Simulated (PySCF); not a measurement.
Compound: C₃H₁₀NSi₃ (doublet state).
Atom-mapped SMILES: `[CH3:1][SiH2:2][C:3]([C:4]#[N:5])[SiH2:6][SiH3:7]` (hydrogens: H8, H9, H10 on C1; H11, H12 on Si2; H13, H14 on Si6; H15, H16, H17 on Si7)

Geometry (GFN2-xTB, Å), atoms numbered from 1 in this order:
```xyz
17
C3H10NSi3 angstrom
C     -2.284    1.283   -0.089
Si    -1.693   -0.506   -0.328
C     -0.159   -0.789    0.730
C     -0.239   -0.413    2.040
N     -0.313   -0.104    3.157
Si     1.499   -1.346    0.092
Si     2.549    0.545   -0.790
H     -2.485    1.483    0.959
H     -1.535    1.997   -0.421
H     -3.196    1.476   -0.646
H     -2.750   -1.439    0.082
H     -1.306   -0.753   -1.723
H      1.257   -2.363   -0.940
H      2.285   -1.957    1.169
H      1.750    1.126   -1.872
H      3.856    0.192   -1.351
H      2.756    1.582    0.220
```

The hyperfine couplings belong to this conformer and change with its torsions.

Computed with UKS B3LYP, pcH-1 on C H N Si, non-relativistic, mean-field spin-orbit, GIAO (PySCF 2.14.0). One conformer (not necessarily the lowest) at the GFN2-xTB geometry, without solvent, vibrations or thermal averaging. A GFN2-xTB geometry isn't a minimum of the functional, and hyperfine couplings can be far from their values at a DFT geometry. No stability test was run, so a lower SCF solution isn't excluded.

Q: Give the principal g shifts and their parts.

A: 
| Δg (ppm) | 1 | 2 | 3 |
| --- | --- | --- | --- |
| relativistic mass correction | -160 | -160 | -160 |
| gauge correction | -5 | 29 | 38 |
| orbital Zeeman/spin–orbit | 12 | 1322 | 2725 |
| total | -153 | 1191 | 2602 |

So g = 2.00217, 2.00351, 2.00492 and g_iso = 2.00353; the tensor is rhombic: the two nearest values differ by 49 % of g3 − g1. Axes: g3 points within 6° of the C3–C4 bond.

Q: What are the electron Larmor frequencies g μB B/h along the three axes at 3350 mT?

A: 93.8764, 93.9394, 94.0056 GHz for g1, g2 and g3, a range of 129.2 MHz.

Q: At 9.752 GHz, how far is the centre of the isotropic spectrum from where a free electron (g = 2.002319) resonates?

A: B = hν/(g μB) with μB/h = 13.99624 MHz/mT gives 347.98 mT for the free electron and 347.76 mT at g_iso, 0.21 mT lower.

Q: In a frozen sample, at which fields do the three g values resonate at 9.5, 34, 94 and 263 GHz (hyperfine left aside), and which band first spreads them over more than twice a line width of 0.5 mT?

A: 
```tsv
band	GHz	B(g3) mT	B(g2) mT	B(g1) mT	spread mT
X	9.5	338.54	338.78	339.01	0.47
Q	34.0	1211.63	1212.48	1213.30	1.67
W	94.0	3349.80	3352.16	3354.41	4.61
J	263.0	9372.31	9378.91	9385.21	12.90
```

The spread grows in proportion to the frequency. Q band is the first where it exceeds 1.0 mT.

The Mulliken spin populations are largest on C3 (+0.78), N5 (+0.38) and C4 (-0.21). The positive populations add up to 1.29 and the negative ones to -0.29, together 2S = 1. The angles at C3 add up to 359.6°, so it is planar.

The HOMO–LUMO gaps are 6.51 eV among the α and 4.18 eV among the β orbitals.

Time: 1.7 min (grids of density and orbitals included); peak memory 1.2 GiB. Hardware: one thread, Arm Neoverse V2 (aarch64), no GPU, shared host with 192 logical CPUs at a one-minute load of 40.
